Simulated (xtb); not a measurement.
C$_{4}$H$_{9}$NaO, triplet, at the geometry of the source list (GFN-xTB shapes and energies of metal compounds can be far from the true ones) (a higher spin typed on purpose: for a closed-shell molecule this is an excited state); GFN1-xTB in xtb 6.7.1.

The xtb input:
```
$ xtb mol.xyz --gfn 1 --chrg 0 --uhf 2 --json

# file mol.xyz
15

Na     1.75540000     2.12710000     1.42110000
O      0.33980000     0.98330000     1.23090000
C     -0.00320000     0.13190000     0.22460000
C      1.09250000    -0.92960000    -0.01160000
C     -1.31440000    -0.60360000     0.59010000
C     -0.23230000     0.89090000    -1.10010000
H      0.79550000    -1.64270000    -0.77630000
H      1.27870000    -1.46100000     0.91880000
H      2.01770000    -0.43470000    -0.32360000
H     -1.16720000    -1.15260000     1.51560000
H     -1.61260000    -1.29120000    -0.19690000
H     -2.09990000     0.12920000     0.74920000
H      0.69920000     1.37720000    -1.40690000
H     -0.98950000     1.65590000    -0.94480000
H     -0.55990000     0.22000000    -1.89000000
```

Problem. Write the output that xtb gives for this input, abridged.

Solution. 
```
   ID    Z sym.   atoms
    1   11 Na     1
    2    8 O      2
    3    6 C      3-6
    4    1 H      7-15

           -------------------------------------------------
          |                Calculation Setup                |
           -------------------------------------------------

molecular fragmentation (1/2 indicates fragments):
111112111111222
# atoms in fragment 1/2:    11     4
 fragment masses (1/2) :       81.07       15.03
CMA distance (Bohr)    :   4.037
constraining FC (au)   :  0.0500

           -------------------------------------------------
          |                 G F N 1 - x T B                 |
           -------------------------------------------------

          ...................................................
          :                      SETUP                      :
          :.................................................:
          :  # basis functions                  42          :
          :  # atomic orbitals                  42          :
          :  # shells                           30          :
          :  # electrons                        32          :
          :  # halogen bonds                     0          :
          :  max. iterations                   250          :
          :  Hamiltonian                  GFN1-xTB          :
          :  restarted?                      false          :
          :  GBSA solvation                  false          :
          :  PC potential                    false          :
          :  electronic temp.          300.0000000     K    :
          :  accuracy                    1.0000000          :
          :  -> integral cutoff          0.2500000E+02      :
          :  -> integral neglect         0.1000000E-07      :
          :  -> SCF convergence          0.1000000E-05 Eh   :
          :  -> wf. convergence          0.2000000E-04 e    :
          :  Broyden damping             0.4000000          :
          :  net charge                          0          :
          :  unpaired electrons                  2          :
          ...................................................

 iter      E             dE          RMSdq      gap      omega  full diag
   1    -18.1359866 -0.181360E+02  0.741E+00    2.06       0.0  T
   2    -18.2951754 -0.159189E+00  0.450E+00    1.00       1.0  T
   3    -18.2805430  0.146324E-01  0.191E+00    0.83       1.0  T
   4    -18.3009318 -0.203888E-01  0.719E-01    0.59       1.0  T
[...]
         :: total energy             -18.111476092781 Eh    ::
[...]
     6C    -0.06066 -0.20996   1.044  3.016  0.000
     7H     0.01638  0.06974   0.984  0.000  0.000
     8H     0.02891  0.08376   0.971  0.000  0.000
     9H    -0.01870  0.03445   1.019  0.000  0.000
    10H     0.04966  0.10488   0.950  0.000  0.000
    11H     0.02787  0.08129   0.972  0.000  0.000
    12H     0.04966  0.10490   0.950  0.000  0.000
    13H    -0.01872  0.03443   1.019  0.000  0.000
    14H     0.02890  0.08374   0.971  0.000  0.000
    15H     0.01639  0.06976   0.984  0.000  0.000

Wiberg/Mayer (AO) data.
largest (>0.10) Wiberg bond orders for each atom

 ---------------------------------------------------------------------------
     #   Z sym  total        # sym  WBO       # sym  WBO       # sym  WBO
 ---------------------------------------------------------------------------
     1  11 Na   0.621 --     2 O    0.180    13 H    0.133     9 H    0.133
     2   8 O    1.556 --     3 C    1.198     1 Na   0.180
     3   6 C    3.797 --     2 O    1.198     5 C    0.879     4 C    0.864
                             6 C    0.864
     4   6 C    3.862 --     7 H    0.977     8 H    0.970     9 H    0.949
                             3 C    0.864
     5   6 C    3.876 --    11 H    0.983    12 H    0.978    10 H    0.978
                             3 C    0.879
     6   6 C    3.862 --    15 H    0.977    14 H    0.970    13 H    0.949
                             3 C    0.864
     7   1 H    1.031 --     4 C    0.977
     8   1 H    1.039 --     4 C    0.970
     9   1 H    1.145 --     4 C    0.949     1 Na   0.133
    10   1 H    1.005 --     5 C    0.978
    11   1 H    1.014 --     5 C    0.983
    12   1 H    1.005 --     5 C    0.978
    13   1 H    1.145 --     6 C    0.949     1 Na   0.133
    14   1 H    1.039 --     6 C    0.970
    15   1 H    1.031 --     6 C    0.977
 ---------------------------------------------------------------------------

Topologies differ in total number of bonds
Writing topology from bond orders to xtbtopo.mol

 dipole moment from electron density (au)
     X       Y       Z
  -1.2582  -1.0850  -0.2834  total (Debye):    4.284

           -------------------------------------------------
          | TOTAL ENERGY              -18.111476092781 Eh   |
          | GRADIENT NORM               0.079798186590 Eh/α |
          | HOMO-LUMO GAP               0.755171299268 eV   |
           -------------------------------------------------

normal termination of xtb
```
